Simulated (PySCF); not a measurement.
Sb(Me)3 cation (C₃H₉Sb), SMILES [CH3][Sb]([CH3])[CH3] (connectivity only; charge and spin as stated), charge +1, multiplicity 2.

Geometry: PBE-D3(BJ)/def2-SVP. The spin state was assumed, not searched. The isomer is the one that the SMILES or the coordinates give; other isomers of the formula were not compared. The def2 effective core potentials stand for the cores of Sb; spin–orbit coupling is left out.

The numbers are results of PySCF 2.14.0 with PBE-D3(BJ)/def2-SVP, not measurements.

Frequencies are harmonic and unscaled.

Modes within 1.5 cm⁻¹ of each other (mostly degenerate sets) share a row, with their intensities summed.

Computed vibrational spectrum:
```
mode   ν (cm⁻¹)  IR (km/mol)  moving atoms (share of kinetic energy)
-----  --------  -----------  --------------------------------------
1            78          0.0                                 H 100 %
2–3          84          0.1                                  H 97 %
4           136          0.4                 C 50 %, H 29 %, Sb 21 %
5–6         138          0.2                          C 61 %, H 31 %
7           481          0.1                          C 81 %, H 15 %
8–9         514          6.1                 C 72 %, H 14 %, Sb 14 %
10–11       701          0.1                          H 88 %, C 12 %
12          718          0.0                          H 88 %, C 12 %
13–15       829        122.1                          H 80 %, C 18 %
16–17      1158          5.6                          H 85 %, C 15 %
18         1192          2.9                          H 86 %, C 14 %
19         1335          0.0                                  H 95 %
20–21      1348         17.8                                  H 95 %
22–23      1365         20.7                                  H 95 %
24         1381         29.3                                  H 96 %
25–26      2982         37.1                                  H 98 %
27         2984          5.9                                  H 98 %
28–29      3107          0.1                           H 91 %, C 9 %
30         3110         27.3                          H 90 %, C 10 %
31–33      3136         33.0                          H 90 %, C 10 %
```
